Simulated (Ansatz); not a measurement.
Frontier orbitals of `F[Si](F)(F)[Si](F)(F)F`.

Z-matrix (Å, degrees):
```
Si
F 1 1.574
F 1 1.574 2 108.3
F 1 1.574 2 108.3 3 -117.3
Si 1 2.331 2 110.6 3 121.4
F 5 1.574 1 110.6 2 59.5
F 5 1.574 1 110.6 2 179.5
F 5 1.574 1 110.6 2 -60.5
```

Charge 0, multiplicity 1. The structure was optimised at the PBE0-D4/def2-TZVP level. It is one conformer, not always the lowest. Basis def2-TZVPP, Ansatz.

```json
{"functional": "PBE", "HOMO (eV)": "-8.82", "LUMO (eV)": "-1.70", "gap (eV)": "7.12"}
{"functional": "revPBE", "HOMO (eV)": "-8.72", "LUMO (eV)": "-1.55", "gap (eV)": "7.17"}
{"functional": "r2SCAN", "HOMO (eV)": "-9.19", "LUMO (eV)": "-1.43", "gap (eV)": "7.76"}
{"functional": "PBE0", "HOMO (eV)": "-10.37", "LUMO (eV)": "-0.86", "gap (eV)": "9.51"}
{"functional": "B3LYP", "HOMO (eV)": "-10.16", "LUMO (eV)": "-1.05", "gap (eV)": "9.11"}
{"functional": "r2SCAN0", "HOMO (eV)": "-10.62", "LUMO (eV)": "-0.69", "gap (eV)": "9.93"}
{"functional": "HSE06 (plane-wave form)", "HOMO (eV)": "-9.96", "LUMO (eV)": "-1.23", "gap (eV)": "8.73"}
{"functional": "CAM-B3LYP", "HOMO (eV)": "-11.82", "LUMO (eV)": "0.22", "gap (eV)": "12.04"}
{"functional": "ωB97M-V", "HOMO (eV)": "-12.51", "LUMO (eV)": "1.02", "gap (eV)": "13.53"}
```

**Question.** What is the vertical ionisation energy at frozen-core CCSD(T)/CBS(def2)? (Estimate.)

**Answer.** Ansatz gave: 13.22 eV (T1 of the cation 0.019).

From PBE to PBE0 the HOMO moves by −1.56 eV and the LUMO by +0.84 eV, and with ωB97M-V by −3.69 and +2.72 eV, so the gap grows from 7.11 to 13.52 eV with exact exchange. A positive LUMO is unbound and depends on the basis. −ε(HOMO) differs from that ionisation energy by −4.40 eV with PBE and −0.72 eV with ωB97M-V.

B3LYP here is the variant with VWN-RPA as its local correlation; programs differ in this.
